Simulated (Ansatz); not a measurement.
## Nudged elastic band run: C2H10OSi2

The input (input.yaml):

```yaml
crystal:
  periodic: [false, false, false]
  atoms:
    - { symbol: C, position_ang: [-0.988943, -0.343582, 1.174979] }
    - { symbol: C, position_ang: [0.240145, 0.110572, 0.395864] }
    - { symbol: Si, position_ang: [1.447857, -1.29933, 0.113539] }
    - { symbol: Si, position_ang: [-0.270597, 0.886847, -1.229277] }
    - { symbol: O, position_ang: [-1.466146, 2.030723, -1.007739] }
    - { symbol: H, position_ang: [-1.729707, 0.480165, 1.279717] }
    - { symbol: H, position_ang: [-0.73628, -0.711108, 2.194179] }
    - { symbol: H, position_ang: [-1.513122, -1.174157, 0.649244] }
    - { symbol: H, position_ang: [0.806078, 0.891556, 0.960811] }
    - { symbol: H, position_ang: [2.677284, -0.832047, -0.624421] }
    - { symbol: H, position_ang: [0.78355, -2.384858, -0.697077] }
    - { symbol: H, position_ang: [1.875211, -1.894723, 1.432859] }
    - { symbol: H, position_ang: [0.945082, 1.478191, -1.908077] }
    - { symbol: H, position_ang: [-0.901032, -0.160557, -2.103972] }
    - { symbol: H, position_ang: [-1.191382, 2.871507, -0.601427] }
basis:
  gaussian: { orbitals: def2-SVP }
hamiltonian:
  xc: lda
neb:
  order_check: false
  images: 7
  f_tol: 0.05
  max_iterations: 10
  initial_path: idpp
  final_atoms:
    - { symbol: C, position_ang: [-0.95656123, -0.33172195, 1.21305208] }
    - { symbol: C, position_ang: [0.28874994, 0.09722054, 0.4445735] }
    - { symbol: Si, position_ang: [1.42570064, -1.35451313, 0.09336786] }
    - { symbol: Si, position_ang: [-0.18009415, 0.98697033, -1.12143553] }
    - { symbol: O, position_ang: [-1.28490782, 2.14439263, -0.64876337] }
    - { symbol: H, position_ang: [-1.64053033, 0.52952336, 1.37753639] }
    - { symbol: H, position_ang: [-0.70984891, -0.77222112, 2.20435195] }
    - { symbol: H, position_ang: [-1.53282592, -1.10082657, 0.64979925] }
    - { symbol: H, position_ang: [0.88781708, 0.82961109, 1.03867738] }
    - { symbol: H, position_ang: [2.64492862, -0.928258, -0.68621475] }
    - { symbol: H, position_ang: [0.6861739, -2.40043461, -0.70433454] }
    - { symbol: H, position_ang: [1.87656923, -1.98612137, 1.38768249] }
    - { symbol: H, position_ang: [1.04186951, 1.60125513, -1.76556576] }
    - { symbol: H, position_ang: [-0.80395194, 0.01668784, -2.10346925] }
    - { symbol: H, position_ang: [-1.76509062, 2.61763484, -1.35005569] }
```

Command:

```bash
$ ansatz run input.yaml --threads 2 --pin off --max-ram 3072MiB --backend cpu --events-out ev --progress --plain --runs-dir out
```

Output, in part (warnings, iteration lines, the closing report on the highest movable image, with atoms numbered from 0):

```
NEB end point (image 0): max|allowed force component| = 7.183e-3 eV/Å (the criterion of neb.relax_end_points is 1.000e-2)
NEB end point (image 8): max|allowed force component| = 1.025e-2 eV/Å (the criterion of neb.relax_end_points is 1.000e-2)
NEB iter   1: max|band force component| = 4.348e-1 eV/Å  barrier→ = 0.0676 eV  barrier← = 0.0840 eV  CI = image 4  Δτ_max = 0.0874 Å  (259 SCF iters)
NEB iter   2: max|band force component| = 2.304e-1 eV/Å  barrier→ = 0.0381 eV  barrier← = 0.0545 eV  CI = image 4  Δτ_max = 0.0389 Å  (211 SCF iters)
NEB iter   3: max|band force component| = 2.555e-1 eV/Å  barrier→ = 0.0306 eV  barrier← = 0.0469 eV  CI = image 4  Δτ_max = 0.0196 Å  (217 SCF iters)
NEB iter   4: max|band force component| = 2.429e-1 eV/Å  barrier→ = 0.0267 eV  barrier← = 0.0431 eV  CI = image 4  Δτ_max = 0.0195 Å  (216 SCF iters)
NEB iter   5: max|band force component| = 2.145e-1 eV/Å  barrier→ = 0.0225 eV  barrier← = 0.0388 eV  CI = image 4  Δτ_max = 0.0390 Å  (217 SCF iters)
NEB iter   6: max|band force component| = 1.396e-1 eV/Å  barrier→ = 0.0168 eV  barrier← = 0.0332 eV  CI = image 4  Δτ_max = 0.0495 Å  (199 SCF iters)
NEB iter   7: max|band force component| = 4.914e-2 eV/Å  barrier→ = 0.0147 eV  barrier← = 0.0310 eV  CI = image 4  Δτ_max = 0.0000 Å  (407 SCF iters)
Total energy: -19932.45496672 eV, -732.5042093238 hartree
Atom 0 at    -0.982408    -0.373988     1.195496 Å, force     0.010139    -0.016604    -0.008002 eV/Å
Atom 1 at     0.253713     0.091697     0.432232 Å, force    -0.003665     0.021903     0.011857 eV/Å
Atom 2 at     1.449684    -1.317553     0.107052 Å, force    -0.009822    -0.008370     0.003612 eV/Å
Atom 3 at    -0.265759     0.918863    -1.157742 Å, force    -0.000245    -0.014197    -0.003710 eV/Å
Atom 4 at    -1.460207     2.034824    -0.817325 Å, force     0.012679    -0.010176     0.004840 eV/Å
Atom 5 at    -1.699555     0.462515     1.350447 Å, force     0.006443     0.004388    -0.006009 eV/Å
Atom 6 at    -0.730424    -0.798861     2.192506 Å, force    -0.000711    -0.000006    -0.000007 eV/Å
Atom 7 at    -1.527668    -1.165771     0.632388 Å, force    -0.003541    -0.002391     0.003746 eV/Å
Atom 8 at     0.814576     0.858904     1.018849 Å, force     0.003147     0.003526     0.001998 eV/Å
Atom 9 at     2.668929    -0.848304    -0.647620 Å, force    -0.005867     0.005015    -0.001177 eV/Å
Atom 10 at     0.764777    -2.388518    -0.705430 Å, force     0.004181    -0.002457    -0.003471 eV/Å
Atom 11 at     1.899198    -1.934899     1.408676 Å, force    -0.001150     0.002353     0.002592 eV/Å
Atom 12 at     0.910688     1.594895    -1.825701 Å, force    -0.000826     0.001547     0.002149 eV/Å
Atom 13 at    -0.829894    -0.138570    -2.074050 Å, force    -0.006004     0.005559    -0.004861 eV/Å
Atom 14 at    -1.287651     2.953965    -1.080575 Å, force    -0.004757     0.009910    -0.003556 eV/Å
Dipole moment:     0.044882     0.334095     0.057516 e Å
```

The forces met the threshold. Another band between the same ends (7 images) ends at a top of the same energy, where a vibrational analysis finds 1 clearly imaginary mode.

Final band (atoms are numbered from 1 in the order of the input):

```json
{"image": "0", "path coordinate (Å)": "0.00", "energy (eV)": "0.000", "dihedral H13–Si4–O5–H15 (°)": "-50"}
{"image": "1", "path coordinate (Å)": "0.16", "energy (eV)": "0.002", "dihedral H13–Si4–O5–H15 (°)": "-41"}
{"image": "2", "path coordinate (Å)": "0.31", "energy (eV)": "0.007", "dihedral H13–Si4–O5–H15 (°)": "-29"}
{"image": "3", "path coordinate (Å)": "0.47", "energy (eV)": "0.013", "dihedral H13–Si4–O5–H15 (°)": "-14"}
{"image": "4", "path coordinate (Å)": "0.63", "energy (eV)": "0.015", "dihedral H13–Si4–O5–H15 (°)": "1"}
{"image": "5", "path coordinate (Å)": "0.85", "energy (eV)": "0.007", "dihedral H13–Si4–O5–H15 (°)": "23"}
{"image": "6", "path coordinate (Å)": "1.06", "energy (eV)": "-0.006", "dihedral H13–Si4–O5–H15 (°)": "44"}
{"image": "7", "path coordinate (Å)": "1.28", "energy (eV)": "-0.015", "dihedral H13–Si4–O5–H15 (°)": "61"}
{"image": "8", "path coordinate (Å)": "1.50", "energy (eV)": "-0.016", "dihedral H13–Si4–O5–H15 (°)": "70"}
```

Time of the run: 50 s on 2 threads of Intel(R) Xeon(R) 6975P-C (Granite Rapids), with other jobs on the host, peak memory 0.18 GiB.
